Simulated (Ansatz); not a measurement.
Stepwise reaction of `C=[CH][GeH]([Cl])[Cl]` with hydrogen, as a gas-phase model of exchange steps in deposition or etching. ΔE in kJ/mol; ΔG adds harmonic PBE0-D4 terms to CCSD(T)/CBS, at 1 bar.

Computed with Ansatz on PBE0-D4/def2-TZVP structures; ΔE is electronic, products minus reactants. CCSD(T)/CBS is the MP2 limit (def2-TZVPP, def2-QZVPP) plus CCSD(T) − MP2 in def2-TZVPP, frozen cores. This one scheme is used for every species. DFT in def2-TZVPP. B3LYP here is the variant with VWN-RPA as its local correlation; programs differ in this. For Ge outer-core shells are correlated without core-valence functions, which leaves a few kJ/mol of doubt a bond. Scalar relativity is left out up to krypton. Each species was taken in one conformer, which may not be the lowest.

```csv
step,reaction,PBE-D4,B3LYP-D4,ωB97M-V,CCSD(T)/CBS,ΔG(600 K)
1,`C=[CH][GeH]([Cl])[Cl]` + H₂ → `C=[CH][GeH2][Cl]` + HCl,62.1,62.3,60.5,59.1,51.2
```

**Question.** Give the row of step 2, `C=[CH][GeH2][Cl]` + H₂ → `C=[CH][GeH3]` + HCl. (Best estimate.)

**Answer.** Computed: 
```json
{"step": "2", "reaction": "`C=[CH][GeH2][Cl]` + H₂ → `C=[CH][GeH3]` + HCl", "PBE-D4": "59.7", "B3LYP-D4": "60.9", "ωB97M-V": "60.2", "CCSD(T)/CBS": "58.7", "ΔG(600 K)": "49.1"}
```

**Question.** By hand: ΔE of the 2 steps together at CCSD(T)/CBS.

**Answer.** (59.1) + (58.7) = 117.8 kJ/mol, or 58.9 kJ/mol a step.

In ΔE the steps differ by no more than 0.4 kJ/mol. All are uphill at CCSD(T)/CBS. ΔG lies between 49.1 and 51.2 kJ/mol a step. PBE-D4 differs from CCSD(T)/CBS by 1.0 to 3.0 kJ/mol a step. Only this route is followed, and other bonds may react first. Isolated molecules leave out the surface, adducts and barriers. Largest T1 diagnostic: 0.012.
